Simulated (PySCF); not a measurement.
A geometry optimisation on WS2(OH)2, `[OH][W]([OH])(=[S])=[S]`.

Method: PBE0-D3(BJ)/def2-SVP geometry optimisation, gas phase, def2 core potentials past Kr (PySCF 2.14.0). Start geometry: GFN2-xTB. The input is one job of a driver script: a line of settings, then coordinates in Å.

Input:
```
{"job": {"xc": "PBE0", "basis": "def2-SVP", "d3": "d3bj", "grid": 1, "maxiter": 30, "shake": 0.03, "kind": "geom"}, "charge": 0, "multiplicity": 1}
W      0.224370    -0.074970     0.125680
S      0.257870     0.010400     2.289480
S      2.185380    -0.023450    -0.575030
O     -0.438210     1.623410    -0.405800
H     -0.802280     2.510130    -0.615460
O     -0.565360    -1.602210    -0.368190
H     -0.769910    -2.545320    -0.519240
```

Problem. Give the output.

Solution. 
```
step   0  E = -1014.48521754  max force = 0.082587
step   1  E = -1014.49441324  max force = 0.037374
step   2  E = -1014.49652375  max force = 0.010588
step   3  E = -1014.49756582  max force = 0.010299
step   4  E = -1014.49865967  max force = 0.009539
step   5  E = -1014.50030965  max force = 0.009932
step   6  E = -1014.50150144  max force = 0.003618
step   7  E = -1014.50243859  max force = 0.005544
step   8  E = -1014.50257202  max force = 0.001774
step   9  E = -1014.50264965  max force = 0.001387
... (11 lines left out)
step  21  E = -1014.50438487  max force = 0.000738
step  22  E = -1014.50442765  max force = 0.000959
step  23  E = -1014.50446207  max force = 0.000610
step  24  E = -1014.50446572  max force = 0.000557
step  25  E = -1014.50448405  max force = 0.000473
step  26  E = -1014.50448657  max force = 0.000451
step  27  E = -1014.50448257  max force = 0.000604
step  28  E = -1014.50447924  max force = 0.000446
step  29  E = -1014.50448051  max force = 0.000370
step  30  E = -1014.50448198  max force = 0.000290
optimisation converged
```

Energies in Eh; «max force» is the largest Cartesian gradient component in Eh/bohr.

Problem. At which steps does the energy rise by more than 1e-5 Eh?

Solution. At steps 15 (+10.54 mEh) and 18 (+0.53 mEh).

In short: final energy -1014.50448 Eh after 30 steps; dipole 2.60 D.

Time: 2.9 min of wall time; peak memory 0.42 GiB. Hardware: one thread of an Arm Neoverse V2, on a shared host.
Labels such as C1 count atoms from 1, the log's own numbers from 0.
